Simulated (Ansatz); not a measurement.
Cost and result for the atomization energy of AlFGeH4S (8 atoms, 8 bonds).

```xyz
8

F     1.820    1.583   -0.079
Ge    1.121    0.084   -0.656
Al   -0.548   -1.086    0.772
S    -1.280    0.726   -0.592
H     1.382    0.179   -2.182
H    -1.007   -2.439    0.098
H    -0.497   -0.704    2.302
H    -0.991    1.656    0.337
```

Total charge 0; spin multiplicity 1. Correlated methods include outer-core shells of Ge, which these sets cover unevenly. Scalar relativity is left out up to krypton. The bonds changed during the relaxation, so this is another structure than the one it started from. The structure was optimised at the PBE0-D4/def2-TZVP level. It is one conformer, not always the lowest. Program: Ansatz. All runs use 4 threads of an Arm Neoverse V2 on a shared host. Times are those of one run each, without the atoms' runs, and a repeat can differ threefold. Electronic energies, without spin–orbit coupling; frozen cores. CCSD(T)/CBS adds CCSD(T) − MP2 in def2-TZVPP to the MP2 limit, and its time is that of the two runs behind it. T1 = 0.013. With those shells the extrapolation isn't a true limit.

CCSD(T)/CBS is a level of theory with its own doubt, some kJ/mol a heavy atom from the limit and from the frozen cores, so smaller differences don't rank the functionals.

| level | functions | wall time |
| --- | --- | --- |
| revPBE-D4/def2-TZVPP | 219 | 1.5 s |
| BLYP-D4/def2-TZVPP | 219 | 1.5 s |
| PBE-D4/def2-TZVPP (with forces) | 219 | 1.9 s |
| CAM-B3LYP-D4/def2-TZVPP | 219 | 2.9 s |
| CCSD(T)/def2-SVP | 102 | 3 s |
| B2PLYP/def2-TZVPP | 219 | 4 s |
| r2SCANh-D4/def2-TZVPP | 219 | 4.2 s |
| ωB97X-V/def2-TZVPP | 219 | 6.5 s |
| B97M-V/def2-TZVPP | 219 | 7 s |
| ωB97M-V/def2-TZVPP (with forces) | 219 | 9 s |
| MP2/def2-QZVPP | 406 | 14 s |
| CCSD(T)/def2-TZVPP | 219 | 74 s |
| CCSD(T)/CBS(def2) | – | 88 s |

Task: What atomization energy does each give, and how far from CCSD(T)/CBS? (An estimate is asked.)

Result: The calculation gave: 
```csv
level,atomization (kJ/mol),difference from CCSD(T)/CBS,per bond
revPBE-D4/def2-TZVPP,2187.9,-53.0,-6.6
BLYP-D4/def2-TZVPP,2205.8,-35.1,-4.4
PBE-D4/def2-TZVPP (with forces),2240.2,-0.7,-0.1
CAM-B3LYP-D4/def2-TZVPP,2217.2,-23.7,-3.0
CCSD(T)/def2-SVP,2056.1,-184.8,-23.1
B2PLYP/def2-TZVPP,2184.1,-56.8,-7.1
r2SCANh-D4/def2-TZVPP,2229.9,-11.0,-1.4
ωB97X-V/def2-TZVPP,2249.2,8.3,1.0
B97M-V/def2-TZVPP,2283.1,42.2,5.3
ωB97M-V/def2-TZVPP (with forces),2229.4,-11.5,-1.4
MP2/def2-QZVPP,2233.2,-7.7,-1.0
CCSD(T)/def2-TZVPP,2176.2,-64.7,-8.1
CCSD(T)/CBS(def2),2240.9,0.0,0.0
```

The D4 term adds +32.2 kJ/mol with B3LYP and +16.7 kJ/mol with PBE0; it sums over pairs of atoms, weighted by their polarisabilities, and B3LYP, whose exchange is more repulsive, gets the larger term. Leaving LDA and LC-ωPBE aside and taking each functional with its dispersion term where it has one, the values, not all of them listed here, spread over 132.4 kJ/mol, from BHLYP-D4 to B97M-V. LDA lies +326.9 kJ/mol from PBE without D4, its usual overbinding. In def2-TZVPP, CCSD(T) changes the Hartree–Fock value by +600.6 kJ/mol (the triples alone add +39.0 kJ/mol) and MP2 by +619.3 kJ/mol; breaking electron pairs costs correlation energy, which Hartree–Fock lacks.

B3LYP here is the variant with VWN-RPA as its local correlation; programs differ in this.

For some Ge, Se and Sn compounds the MP2-based and the directly extrapolated limit differ by 10 to 25 kJ/mol.
